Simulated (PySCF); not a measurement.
All of these have the formula C5H10N2Si. Method used: TDDFT PBE0/def2-SVPD, vertical, gas phase, core orbitals frozen in the response in PySCF 2.14.0, density-fitted response routines. Geometries: GFN2-xTB; one conformer of each isolated species. Triplets are in the Tamm–Dancoff approximation.

Question: Rank by computed HOMO–LUMO gap, lowest first.
A. `C=CCNC[SiH2]C#N`
B. `C=C[C@@H]1C=NN([SiH3])C1`
C. `C[SiH](C)n1cccn1`
D. `CCc1cn([SiH3])cn1`
E. `[SiH3]n1c(c(C)cn1)C`

Answer: B (5.66 eV), A (6.12 eV), D (6.48 eV), E (6.84 eV), C (7.37 eV).

| SMILES | gap (eV) | T1 (eV) | first f ≥ 0.01 (nm) | S1 (eV) | α (au) | HOMO (eV) | S1 mainly |
| --- | --- | --- | --- | --- | --- | --- | --- |
| C=C[C@@H]1C=NN([SiH3])C1 | 5.66 | 3.44 | 264 | 4.70 | 101.7 | -6.03 | H→L (98%) |
| C=CCNC[SiH2]C#N | 6.12 | 4.46 | 243 | 5.10 | 99.1 | -6.69 | H→L (96%) |
| CCc1cn([SiH3])cn1 | 6.48 | 4.31 | 202 | 5.43 | 97.5 | -6.51 | H→L (99%) |
| Cc1cnn([SiH3])c1C | 6.84 | 4.29 | 202 | 5.80 | 96.8 | -6.58 | H→L (98%) |
| C[SiH](C)n1cccn1 | 7.37 | 4.63 | 191 | 6.51 | 95.4 | -7.13 | H→L (52%) |

H and L stand for HOMO and LUMO.
